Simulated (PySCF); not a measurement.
Vertical excitation energies

Species: C6H4BClF2.
InChI=1S/C6H4BClF2/c8-6-3-1-5(2-4-6)7(9)10/h1-4H

Level of theory: PySCF, TDDFT wB97X-D/def2-SVPD, vertical, gas phase, core orbitals frozen in the response. Geometry: PBE0-D3(BJ)/def2-SVP; no solvent, vibrations or thermal averaging. Torsions of this conformer, `[F:1][B:2]([F:3])[c:4]1[cH:5][cH:6][c:7]([Cl:8])[cH:9][cH:10]1`: F1–B2–C4–C5 0°.

```tsv
state	E (eV)	ν̃ (cm⁻¹)	f	|μ| (D)	symmetry	main configurations (H = HOMO, L = LUMO)
S1	5.12	41310	0.0080	0.64	B1 or B2	H-1→L (62%), H→L+1 (36%)
S2	5.50	44350	0.294	3.76	A1	H→L (89%), H-1→L+1 (9%)
S3	6.49	52360	0.283	3.39	B1 or B2	H→L+1 (61%), H-1→L (36%)
S4	6.84	55190	0.0000	0.01	–	H-2→L (82%), H-5→L (12%)
S5	6.85	55270	0.642	4.97	A1	H-1→L+1 (88%), H→L (8%)
S6	6.97	56200	0.0000	0.02	–	H→L+3 (55%), H→L+2 (30%)
```

The lowest singlet lies at 5.12 eV (242 nm, ultraviolet) and is weak; its leading configuration is HOMO-1→LUMO (62%). The most intense listed level is S5 at 6.85 eV (181 nm, f = 0.642), 1.73 eV above S1. S4/S5 lie within about 0.01 eV of each other. Löwdin shares by element: HOMO carbon 46% or more, chlorine 25% (atoms not listed hold the other 29%); LUMO carbon 46% or more, boron 14% (atoms not listed hold the other 40%). Weighted by f, the mean energy of these states is 6.43 eV. Orbital energies (eV): HOMO-3 -11.99, HOMO-2 -11.21, HOMO-1 -9.86, HOMO -9.40, LUMO -0.10, LUMO+1 0.77, LUMO+2 1.74. Of the 6 states listed, 3 reach f = 0.01 and 2 stay under 0.0005. Symmetry labels in C2v follow from the direction of the transition dipole and are given only for states with f of 0.002 or more; B1 and B2 swap with the choice of axes. The window holds the lowest 6 singlets.

The run took about 2.7 min of CPU time (one thread, shared machine).
